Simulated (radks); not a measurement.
Ionisation of the cadmium ion Cd2+, [Kr] 4d10, to [Kr] 4d9 as the strength of local exchange is varied. All-electron calculation, scalar-relativistic Kohn-Sham, Slater X-alpha exchange (alpha = 2/3 is LDA exchange), no correlation, spin-polarised, spherical densities, finite nucleus; Fermi nuclear charge, rms radius 4.6087 fm. Program: a radial shooting solver on a logarithmic mesh with Libxc functionals.

alpha,E(Cd2+) (hartree),exchange (hartree),IE (eV),-e of the level emptied (eV),<r> of it (bohr)
0.574,-5563.95703,-123.69769,34.387,27.237 (4d),1.283
0.636,-5577.36204,-137.38851,35.724,28.485 (4d),1.267
0.653,-5581.04323,-141.15363,36.096,28.833 (4d),1.263
0.667,-5584.07662,-144.25792,36.404,29.122 (4d),1.260
0.925,-5640.27138,-202.04845,42.375,34.753 (4d),1.203
1.001,-5656.93093,-219.28225,44.237,36.523 (4d),1.187

NIST Atomic Spectra Database: 37.47 eV (measured). The Delta-SCF value meets it near alpha = 0.71. Open shells are spherical and high-spin; term and fine-structure splittings are not resolved.
